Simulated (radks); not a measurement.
Task: These are the eigenvalues of the occupied orbitals of an atom or ion with whole-number occupations (eV). All-electron calculation, Dirac Kohn-Sham, relativistic LDA (MacDonald-Vosko exchange, VWN5 correlation), spin-unpolarised, spherical densities, finite nucleus; Fermi nuclear charge, rms radius of each element as measured or else 0.836 A^(1/3) + 0.57 fm. Program: a radial shooting solver on a logarithmic mesh with Libxc functionals.

1s1/2: -15616.63
2s1/2: -2665.201
2p1/2: -2485.305
2p3/2: -2424.554
3s1/2: -856.6847
3p1/2: -793.5080
3p3/2: -781.2145
3d3/2: -679.4792

Which element is it, and in what charge state? The configuration may be excited. Open shells, if any, fill j = l - 1/2 first.

Result: Z = 37, rubidium, charge +18: Rb18+ in [Ar] 3d1. The list shows which subshells hold electrons but not how many an open one holds; the 1s level, -573.9 hartree, gives Z - s = 33.9 by -(Z - s)^2/2, which with screening and relativity narrows Z to a few neighbours, and the depths of the outer levels then fix element, charge and occupations together.
